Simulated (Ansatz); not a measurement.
Program: Ansatz. Geometries: PBE0-D4/def2-TZVP. ΔE: electronic, gas phase. CCSD(T)/CBS adds triple-zeta CCSD(T) − MP2 to the extrapolated MP2 energy (def2 sets, frozen cores). DFT in def2-TZVPP. Each species was taken in one conformer, which may not be the lowest.

Reaction (formal exchange of groups at the Al–N bond): `N=C(O)[NH][AlH2]` + `CBNC` → `CN[BH][AlH2]` + `CNC(=N)O`

```
           species  PBE energy (Eh)
`N=C(O)[NH][AlH2]`       -468.00705
            `CBNC`       -160.50092
    `CN[BH][AlH2]`       -364.08138
        `CNC(=N)O`       -264.35169
```

**Question.** Work out ΔE.

**Answer.** ΔE = (-364.08138) + (-264.35169) − (-468.00705) − (-160.50092) = 0.07490 Eh = +196.6 kJ/mol. CCSD(T)/CBS gives +212.6 kJ/mol.

Largest T1 diagnostic among the species: 0.014.

From PBE to PBE0 (25 % exact exchange), in def2-TZVPP and without D4, ΔE moves by +5.1 kJ/mol.
